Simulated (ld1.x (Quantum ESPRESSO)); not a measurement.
**Bi: from the effect back to the setting (PAW)**

Base potential:

Bi (Z = 83), PAW, made with ld1.x (Quantum ESPRESSO) 7.5 (LDA (PZ), scalar-relativistic). Core [Xe] 4f14, reference 5d10 6s1 6p4. Waves: 6s (bound): rcut 1.85, rcutus 2.00 bohr; 6s channel at -0.4 Ry: rcut 1.85, rcutus 2.00 bohr; 6p (bound): rcut 1.85, rcutus 2.25 bohr; 6p channel at 1.35 Ry: rcut 1.85, rcutus 2.25 bohr; 5d (bound): rcut 1.90, rcutus 2.25 bohr; 5d channel at -1.25 Ry: rcut 1.90, rcutus 2.25 bohr. Local part: all-electron potential smoothed inside 1.95 bohr (lloc = -2). Core correction: a·sin(br)/r model core, default radius (ld1.x builds one for every PAW set, though the input has nlcc=.false.). Augmentation charge: BESSEL, radius 2.05 bohr.

Cutoffs, loose and tight: the cutoffs (Ry, on a coarse ladder) from which the occupation-weighted sum of valence levels, in a spherical-Bessel basis at the reference potential, stays within 10 and 1 mRy of its value at 400 Ry. They do not see the model core or the augmentation charge, which bear on the density cutoff. Test errors are all-electron minus pseudo excitation energies from the reference, over the configurations 5d10 6s2 6p3; 5d10 6s2 6p2; 5d10 6s2 6p1; 5d10 6s1 6p3; 5d9 6s2 6p4; 5d10 6s0 6p5; 5d10 6s2 6p0 (two spin-polarised tests are not counted in the largest error); variants that change the core or the reference have their own tests. The largest error is taken over the tests solved by every variant that gives reliable tests at all, those not shown here included: 5d10 6s1 6p3; 5d10 6s2 6p1; 5d10 6s2 6p2; 5d10 6s2 6p3.

Only the d radius is moved (2 further runs of the sweep failed or gave no value and are left out):

| d radius (bohr) | cutoff, loose | cutoff, tight | bound ghosts | largest test error (meV) |
| --- | --- | --- | --- | --- |
| 1.76 | 45 Ry | 80 Ry | none | -8.1 |
| 1.92 | 35 Ry | 55 Ry | none | -8.8 |
| 2.18 | 25 Ry | 40 Ry | none | -8.9 |
| 2.36 | 21 Ry | 35 Ry | none | -9.0 |
| 2.96 | 12 Ry | 21 Ry | none | test run stopped at test 1 of 9 (negative rho) |
| 3.12 | 10 Ry | 18 Ry | none | test run stopped at test 1 of 9 (negative rho) |

One more run gave cutoff, loose: 18 Ry; cutoff, tight: 30 Ry; bound ghosts: none; largest test error (meV): -9.2. Which value of the d radius was used?

2.6 bohr. The loose cutoff moves one way along this sweep, from 45 Ry at 1.76 to 10 Ry at 3.12 bohr, which places the run between 2.36 and 2.96 bohr.
